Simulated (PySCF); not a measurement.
## Basis-set dependence of population analyses: `CCC[SiH3]`

Species: C3H10Si.
Bonds: C1–C2, C2–C3, C3–Si4. Hydrogens: H5, H6, H7 on C1; H8, H9 on C2; H10, H11 on C3; H12, H13, H14 on Si4.

PBE0 throughout (PySCF), one geometry, spherical d and f functions. Geometry: PBE0-D3(BJ)/def2-SVP, one conformer, isolated molecule. Atoms taken as equivalent share a column and are averaged. The first 7 of 8 kinds of atom are listed.

Mulliken charges (e):

| basis | functions | C1 | C2 | C3 | Si4 | H5/H6/H7 | H8/H9 | H10/H11 |
| --- | --- | --- | --- | --- | --- | --- | --- | --- |
| STO-3G | 34 | -0.230 | -0.140 | -0.299 | +0.537 | +0.075 | +0.070 | +0.067 |
| 6-31G | 60 | -0.486 | -0.300 | -0.634 | +0.533 | +0.163 | +0.169 | +0.191 |
| pcSseg-0 | 60 | -0.618 | -0.512 | -0.961 | +0.563 | +0.227 | +0.244 | +0.265 |
| 6-31G* | 80 | -0.519 | -0.323 | -0.547 | +0.355 | +0.172 | +0.175 | +0.189 |
| cc-pVDZ | 110 | -0.076 | -0.119 | -0.202 | +0.223 | +0.042 | +0.047 | +0.056 |
| def2-SVP | 110 | -0.075 | -0.100 | -0.317 | +0.362 | +0.041 | +0.048 | +0.068 |
| 6-311+G(2d,p) | 176 | -0.553 | -0.160 | -0.474 | +0.390 | +0.143 | +0.139 | +0.151 |
| aug-cc-pVDZ | 186 | +0.441 | +0.480 | +0.320 | -0.522 | -0.129 | -0.272 | -0.248 |
| def2-TZVP | 190 | -0.354 | -0.193 | -0.335 | +0.157 | +0.118 | +0.109 | +0.120 |
| IGLO-III | 249 | -0.349 | -0.240 | -0.457 | +0.724 | +0.114 | +0.125 | +0.129 |
| cc-pVTZ | 264 | -0.294 | -0.173 | -0.250 | +0.152 | +0.096 | +0.099 | +0.094 |

IAO charges (e):

| basis | functions | C1 | C2 | C3 | Si4 | H5/H6/H7 | H8/H9 | H10/H11 |
| --- | --- | --- | --- | --- | --- | --- | --- | --- |
| STO-3G | 34 | -0.391 | -0.253 | -0.505 | +0.641 | +0.130 | +0.125 | +0.126 |
| 6-31G | 60 | -0.427 | -0.245 | -0.512 | +0.440 | +0.141 | +0.134 | +0.148 |
| pcSseg-0 | 60 | -0.418 | -0.253 | -0.526 | +0.435 | +0.140 | +0.136 | +0.150 |
| 6-31G* | 80 | -0.406 | -0.234 | -0.525 | +0.569 | +0.135 | +0.128 | +0.141 |
| cc-pVDZ | 110 | -0.406 | -0.233 | -0.523 | +0.565 | +0.134 | +0.128 | +0.141 |
| def2-SVP | 110 | -0.395 | -0.229 | -0.522 | +0.586 | +0.131 | +0.125 | +0.138 |
| 6-311+G(2d,p) | 176 | -0.419 | -0.242 | -0.540 | +0.599 | +0.139 | +0.132 | +0.145 |
| aug-cc-pVDZ | 186 | -0.417 | -0.240 | -0.529 | +0.567 | +0.138 | +0.131 | +0.143 |
| def2-TZVP | 190 | -0.419 | -0.242 | -0.543 | +0.608 | +0.139 | +0.132 | +0.145 |
| IGLO-III | 249 | -0.420 | -0.243 | -0.543 | +0.607 | +0.139 | +0.132 | +0.145 |
| cc-pVTZ | 264 | -0.420 | -0.242 | -0.540 | +0.592 | +0.139 | +0.132 | +0.145 |

Hirshfeld charges (e):

```csv
basis,functions,C1,C2,C3,Si4,H5/H6/H7,H8/H9,H10/H11
STO-3G,34,-0.043,-0.012,-0.092,+0.342,+0.012,+0.007,+0.006
6-31G,60,-0.100,-0.045,-0.139,+0.274,+0.033,+0.033,+0.038
pcSseg-0,60,-0.101,-0.048,-0.137,+0.303,+0.034,+0.026,+0.031
6-31G*,80,-0.101,-0.047,-0.141,+0.276,+0.034,+0.034,+0.040
cc-pVDZ,110,-0.109,-0.056,-0.146,+0.299,+0.036,+0.035,+0.039
def2-SVP,110,-0.112,-0.058,-0.148,+0.307,+0.037,+0.035,+0.039
"6-311+G(2d,p)",176,-0.115,-0.070,-0.159,+0.309,+0.039,+0.039,+0.041
aug-cc-pVDZ,186,-0.122,-0.073,-0.163,+0.306,+0.041,+0.040,+0.043
def2-TZVP,190,-0.118,-0.068,-0.159,+0.302,+0.040,+0.039,+0.043
IGLO-III,249,-0.122,-0.073,-0.160,+0.301,+0.041,+0.039,+0.043
cc-pVTZ,264,-0.119,-0.067,-0.157,+0.300,+0.040,+0.039,+0.042
```

Which scheme is steadiest as the basis changes?

Largest range over the bases for any column: Hirshfeld 0.08 e, IAO 0.21 e, Mulliken 1.28 e. Hirshfeld charges move least and Mulliken charges most, counted in e. Without the minimal STO-3G basis the ranges are Hirshfeld 0.04, IAO 0.17, Mulliken 1.28 e.

How much do the charges still move between the two largest bases, IGLO-III and cc-pVTZ?

At most, over all atoms: Mulliken 0.572 e, IAO 0.014 e, Hirshfeld 0.006 e.

What do the same runs give for the total energy, the frontier levels and the dipole moment?

```tsv
basis	energy (Eh)	HOMO (eV)	LUMO (eV)	μ (D)
STO-3G	-404.8185	-6.81	8.34	0.21
6-31G	-409.4711	-8.45	1.45	0.87
pcSseg-0	-408.9320	-8.83	1.30	0.69
6-31G*	-409.5284	-8.37	1.35	0.90
cc-pVDZ	-409.5513	-8.44	1.27	0.90
def2-SVP	-409.3753	-8.51	1.22	0.87
6-311+G(2d,p)	-409.5938	-8.52	0.11	0.89
aug-cc-pVDZ	-409.5587	-8.49	-0.10	0.88
def2-TZVP	-409.6025	-8.49	0.70	0.90
IGLO-III	-409.6085	-8.50	0.58	0.88
cc-pVTZ	-409.6035	-8.49	0.80	0.91
```

The dipole is fixed by the density alone, so its range of 0.70 D shows that the density itself changes with the basis, not only its division among atoms.
